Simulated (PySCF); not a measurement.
An unknown is described by computed data only.

Formula: CH8BPS.

* NMR, other nuclei: isotropic shieldings of nuclei other than C and H, by class: 138 (1 B), 471 (1 P), 733 (1 S) ppm [GIAO HF/pcSseg-2]
* 13C NMR: chemical shifts (computed TMS as zero) by class: 17.0 (1 C) ppm [GIAO HF/pcSseg-2]
* Polarisability: 81.0 au [CAM-B3LYP/def2-SVPD]
* Valence photoelectron: vertical ionisation energy: 8.10 eV [ΔSCF CAM-B3LYP/def2-SVPD]
* Dipole: 4.42 D [CAM-B3LYP/def2-SVPD]
* Rotational structure: rotational constants A, B, C: 7.819, 2.272, 2.059 GHz [PBE0-D3(BJ)/def2-SVP]
* Triplet: lowest triplet excitation (Tamm–Dancoff): 5.03 eV [TDA CAM-B3LYP/def2-SVPD]
* UV, strongest line: among the 10 lowest singlet transitions: S5 at 6.20 eV (200 nm, f = 0.085) [TDDFT CAM-B3LYP/def2-SVPD]
* 1H NMR: chemical shifts (computed TMS as zero) by class: 4.02 (3 H), 2.18 (2 H), 1.69 (3 H) ppm [GIAO HF/pcSseg-2]

The electronic properties come from PySCF, for the isolated species, density fitting. Levels stand in brackets. The structure is a single PBE0-D3(BJ)/def2-SVP conformer in the gas phase; no vibrational or solvent corrections. NMR values are class means; diastereotopic atoms form classes of their own.

Task: Give a SMILES that accounts for the data.

Result: Numbering: `[CH3:1][S:2][BH2-:3][PH3+:4]`. The one carbon: S-methyl carbon [C1] (17.0 ppm). Hydrogen classes from least to most shielded: 3 H on a phosphorus bonded to B and 3 H, P4 (4.02 ppm), 2 H on a four-coordinate boron, B3 (2.18 ppm), 3 H on an S-methyl carbon, C1 (1.69 ppm). The other shieldings belong to: 138 ppm, four-coordinate boron [B3]; 471 ppm, phosphorus bonded to B and 3 H [P4]; 733 ppm, sulfur bonded to B and C [S2]. The first electron is taken from the HOMO, whose largest Löwdin shares are 0.66 on the sulfur bonded to B and C, 0.10 on the S-methyl carbon, 0.08 on the four-coordinate boron and 0.07 on the phosphorus bonded to B and 3 H. The optimised geometry has point group C1 and is an asymmetric top. Structure: `CS[BH2-][PH3+]`. The assignments are read from this structure; whether some other isomer fits the data as well wasn't checked.

Conformer computed: `[CH3:1][S:2][BH2-:3][PH3+:4]`: C1–S2–B3–P4 85°.
